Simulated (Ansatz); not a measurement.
`CCC(C)(C)CC(C)(C)C` with charge +1, relaxed as a doublet with UKS PBE-D4/def2-SVP in Ansatz, starting from the PBE-D4/def2-SVP geometry of the neutral singlet. Force threshold 0.03 eV/Å.

Start:

Cartesian coordinates in Å:
```
C -2.321 -0.725 1.218
C -1.845 0.400 0.297
C -0.459 1.024 0.608
C -0.282 2.262 -0.297
C -0.439 1.530 2.068
C 0.740 0.034 0.480
C 1.061 -0.831 -0.779
C 1.032 -0.042 -2.101
C 2.496 -1.364 -0.574
C 0.128 -2.053 -0.906
H -1.597 -1.563 1.269
H -2.488 -0.368 2.254
H -3.282 -1.146 0.861
H -1.847 0.050 -0.758
H -2.593 1.223 0.327
H -0.450 2.038 -1.367
H -1.008 3.051 -0.011
H 0.736 2.692 -0.196
H 0.500 2.082 2.280
H -1.286 2.221 2.260
H -0.505 0.699 2.799
H 0.685 -0.676 1.335
H 1.647 0.647 0.685
H 1.666 0.866 -2.051
H 1.415 -0.674 -2.929
H 0.006 0.272 -2.379
H 3.232 -0.534 -0.541
H 2.584 -1.930 0.377
H 2.790 -2.045 -1.400
H 0.146 -2.669 0.017
H -0.922 -1.770 -1.105
H 0.458 -2.702 -1.744
```

| step | energy (eV) | largest force component (eV/Å) | SCF passes |
| --- | --- | --- | --- |
| 1 | -10698.0683 | 2.904 | 25 |
| 2 | -10698.3859 | 0.890 | 26 |
| 3 | -10698.4556 | 0.395 | 24 |
| 4 | -10698.4704 | 0.118 | 23 |
| 5 (rejected) | -10698.4688 | 0.093 | 22 |
| 6 | -10698.4734 | 0.055 | 23 |
| 7 | -10698.4738 | 0.027 | 22 |

Force components are those of the run's own axes.

End:

```csv
atom,x (Å),y (Å),z (Å)
C1,-2.316,-0.718,1.267
C2,-1.829,0.346,0.291
C3,-0.481,1.009,0.537
C4,-0.281,2.235,-0.339
C5,-0.355,1.453,2.066
C6,0.787,0.031,0.524
C7,1.010,-0.813,-0.820
C8,1.041,0.008,-2.093
C9,2.481,-1.320,-0.490
C10,0.078,-2.006,-0.925
H11,-1.569,-1.514,1.456
H12,-2.587,-0.274,2.247
H13,-3.229,-1.208,0.877
H14,-1.817,-0.063,-0.753
H15,-2.593,1.153,0.203
H16,-0.482,2.028,-1.410
H17,-1.004,3.028,-0.054
H18,0.738,2.658,-0.246
H19,0.581,2.015,2.239
H20,-1.227,2.122,2.231
H21,-0.414,0.597,2.759
H22,0.715,-0.697,1.352
H23,1.671,0.670,0.705
H24,1.697,0.895,-2.017
H25,1.412,-0.611,-2.939
H26,0.022,0.327,-2.403
H27,3.203,-0.484,-0.468
H28,2.521,-1.880,0.462
H29,2.742,-2.007,-1.323
H30,0.088,-2.634,-0.013
H31,-0.972,-1.706,-1.131
H32,0.369,-2.641,-1.789
```

By distances, no bond broke or formed. The bond that changes most is C3–C5, from 1.55 to 1.60 Å (atoms count from 1).

No frequencies were taken in this run, so the end may be a saddle point.

Run time 60 s (4 threads of Intel Xeon Platinum 8175M on a shared host).
